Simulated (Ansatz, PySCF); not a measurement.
Noncovalent pair: CH6AlN (SMILES C[NH][AlH2]) (first 9 atoms) with NH3 (SMILES N); geometry from B3LYP-D3(BJ)/def2-TZVP.
(charge 0, multiplicity 1):
```xyz
13

C     -0.5006    -0.4074     1.5620
N     -0.3529     0.2877     0.2915
Al     0.8170    -0.0088    -1.0056
H     -0.3564     0.2577     2.4199
H      0.2462    -1.2001     1.6360
H     -1.4854    -0.8762     1.6654
H     -1.0347     1.0262     0.1867
H      0.7365     0.9115    -2.2839
H      1.8611    -1.1720    -0.7904
N     -0.0745     0.1597     5.4383
H      0.4395    -0.5582     4.9407
H     -1.0403     0.1027     5.1360
H      0.2860     1.0560     5.1314
```

Basis-set superposition error: the interaction energy with monomers in their own basis, and in the dimer's basis (counterpoise).

Programs: Ansatz (a quantum-chemistry and plane-wave program) with Gaussian orbitals; PySCF for 6-31G* rows. Each number belongs to the level named beside it.

```tsv
level	uncorrected (kcal/mol)	counterpoise (kcal/mol)	difference
HF/aug-cc-pV(D+d)Z	0.46	0.61	0.15
PBE/def2-TZVPPD	-0.20	-0.08	0.12
BLYP/def2-TZVPPD	0.50	0.64	0.13
r2SCAN/def2-TZVPPD	-0.26	-0.16	0.10
B97M-V/def2-TZVPPD	-0.46	-0.37	0.09
PBE0/def2-TZVPPD	-0.07	0.02	0.09
CAM-B3LYP/def2-TZVPPD	0.07	0.17	0.09
wB97X-V/def2-TZVPPD	-0.37	-0.29	0.08
B2PLYP/def2-TZVPPD	0.06	0.20	0.14
MP2/6-31G*	-0.80	0.40	1.20
```

The error is largest for MP2/6-31G* (1.20 kcal/mol) and smallest for wB97X-V/def2-TZVPPD (0.08 kcal/mol).
